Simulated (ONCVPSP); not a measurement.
## Scattering properties, ONCV potential for lithium (Li)

| Item | Value |
| --- | --- |
| Element | lithium |
| Generator | ONCVPSP 4.0.1 |
| Type | optimised norm-conserving Vanderbilt (ONCV) |
| Functional | PBE |
| Relativity | scalar-relativistic |
| Frozen core | none |
| Valence charge | 3 |
| Reference configuration | 1s2 2s0.75 2p0.25 |
| Partial waves | 1s+2s: rc 1.10 bohr, ncon 4, nbas 8, qcut 12.5 1/bohr, 2 projectors; 2p: rc 4.00 bohr, ncon 4, nbas 8, qcut 2.1 1/bohr, 2 projectors, debl 3.7 Ha; d scattering state at 0.38 Ha: rc 3.70 bohr, ncon 4, nbas 8, qcut 2.8 1/bohr, 2 projectors, debl 2.4 Ha |
| Local potential | polynomial inside 1.05 bohr (lpopt 5, dvloc0 0 Ha) |
| Core correction | none |

The phase is arctan(r·R′/R) of the radial function R(r), unwrapped; energies in Ha, scanned from -3 to 5 Ha. A pole is an energy at which the radial function vanishes at the test radius. The pseudo phase is shifted by a multiple of π to meet the all-electron one at the reference energy, and phase errors are pseudo minus all-electron; the curves can meet again beyond the range given. Levels narrower than the energy grid can be missing from the lists of poles.

**Question.** For each channel, where are the poles, and over which energies does the pseudopotential scatter like the atom?

**Answer.**

| channel | radius (bohr) | reference energy (Ha) | poles, all-electron | poles, pseudo | unbroken range about the reference energy with phases within 0.05 rad | phase error 1 Ha above the reference energy (rad) |
| --- | --- | --- | --- | --- | --- | --- |
| s | 1.12 | -0.11 | -1.33 | -1.33 | the whole range | +0.000 |
| p | 4.07 | -0.05 | 0.18, 1.16, 2.79 | 0.26, 1.65, 3.58 | -0.1 to 0.1 | +0.421 |
| d | 3.76 | 0.38 | 0.82, 2.40, 4.71 | 0.82, 2.41 | below 1.3 | +0.156 |

Note: no bound ghost flagged; GHOST(+) flagged for p at 97.7 eV, p at 470.8 eV.

Phases in the d channel:

```csv
E (Ha),all-electron,pseudo
-2.98,1.450,1.450
-2.54,1.439,1.439
-2.10,1.425,1.424
-1.66,1.404,1.404
-1.22,1.373,1.373
-0.78,1.318,1.318
-0.34,1.183,1.183
0.10,0.308,0.309
0.54,-1.382,-1.382
0.98,-1.659,-1.654
1.42,-2.837,-2.581
1.86,-4.557,-4.541
2.30,-4.692,-4.689
2.74,-4.785,-4.785
3.18,-5.048,-5.019
3.62,-7.552,-7.396
4.06,-7.768,-7.719
4.50,-7.832,-7.790
4.94,-7.878,-7.828
```
